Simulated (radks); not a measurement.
Numerical settings for the potassium ion K+, [Ar]. Method: scalar-relativistic Kohn-Sham, PBE, spin-unpolarised, spherical densities, point nucleus; computed with a radial shooting solver on a logarithmic mesh with Libxc functionals. The defaults (mesh step 0.008 in ln r, mesh end at 40 bohr or more with all orbitals vanishing there, Anderson mixing 0.5 over 9 steps, residual threshold near 1e-9 with the energy settled to 1e-9 hartree or 1e-11 of itself, here a cap of 88 iterations) give E = -601.9282 hartree and 3p at -24.884 eV in 14 iterations. Run on one thread of a shared host, so times are rough (Arm Neoverse V2): 0.06 s of CPU time, 0.06 s wall, 14 iterations on 2476 mesh points. Changes against that run (0 stands for a change within the tolerance of the run):

mesh step in ln r 0.005: iterations 14; converged yes; E (mhartree) 0; e(3p) (meV) 0; CPU (s) 0.08
mesh step in ln r 0.2: iterations 88; converged no; E (mhartree) -3.13e+06; CPU (s) 0.11
mesh step in ln r 0.05: iterations 14; converged yes; E (mhartree) -0.00324; e(3p) (meV) 0; CPU (s) 0.01
mesh end (bohr) 8: iterations 14; converged yes; E (mhartree) +0.00174; e(3p) (meV) +0.145; CPU (s) 0.05
mesh end (bohr) 20: iterations 14; converged yes; E (mhartree) 0; e(3p) (meV) 0; CPU (s) 0.05
residual threshold 1e-05: iterations 9; converged yes; E (mhartree) 0; e(3p) (meV) +0.102; CPU (s) 0.04
residual threshold 1e-13: iterations 19; converged yes; E (mhartree) 0; e(3p) (meV) 0; CPU (s) 0.07
mixing 1: iterations 10; converged yes; E (mhartree) 0; e(3p) (meV) 0; CPU (s) 0.04
linear mixing, mixing 0.8: iterations 24; converged yes; E (mhartree) 0; e(3p) (meV) 0; CPU (s) 0.08
linear mixing, mixing 0.5: iterations 30; converged yes; E (mhartree) 0; e(3p) (meV) 0; CPU (s) 0.1
mixing history 3: iterations 15; converged yes; E (mhartree) 0; e(3p) (meV) 0; CPU (s) 0.06
iteration cap 8: iterations 8; converged no; E (mhartree) 0; e(3p) (meV) +0.102; CPU (s) 0.03

No run marked as converged misses the energy by more than 1 mhartree. A mesh that ends early acts as a hard wall.
